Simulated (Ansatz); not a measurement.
C₂H₇AlBF, SMILES `FBC[CH2][AlH2]`, relaxed with RKS PBE-D4/def2-SVP in the Gaussian-basis code of Ansatz from a rough embedded geometry. The force threshold is 0.03 eV/Å; the program also tests the step.

Charge 0, multiplicity 1.

Start:

```xyz
12

F     0.673   -0.871   -2.645
B    -0.191   -1.271   -1.643
C     0.065   -0.730   -0.178
C    -0.155    0.813   -0.079
Al    0.199    1.480    1.765
H    -1.087   -2.016   -1.886
H    -0.750   -1.195    0.515
H     1.008   -1.028    0.176
H    -1.125    1.070   -0.445
H     0.666    1.242   -0.755
H    -0.951    1.132    2.824
H     1.648    1.375    2.352
```

Q: How much energy does the relaxation release, and in how many steps? (Estimate.)

A: Computed: 0.61 eV, in 18 steps, 2 of them rejected.

Q: Which bonds change most? (Best estimate.)

A: Computed: C3–H8 from 1.051 to 1.112 Å; C3–H7 from 1.166 to 1.110 Å; F1–B2 from 1.381 to 1.340 Å; C4–H9 from 1.069 to 1.108 Å.

Q: Give the relaxed structure. (Estimate.)

A: The calculation gave: 
```xyz
12

F     0.882   -1.163   -2.362
B    -0.148   -1.138   -1.505
C     0.089   -0.755   -0.012
C    -0.204    0.793   -0.211
Al    0.181    1.174    1.671
H    -1.263   -1.325   -1.967
H    -0.637   -1.222    0.686
H     1.129   -0.948    0.329
H    -1.246    0.966   -0.547
H     0.498    1.245   -0.938
H    -0.979    0.931    2.748
H     1.697    1.443    2.108
```
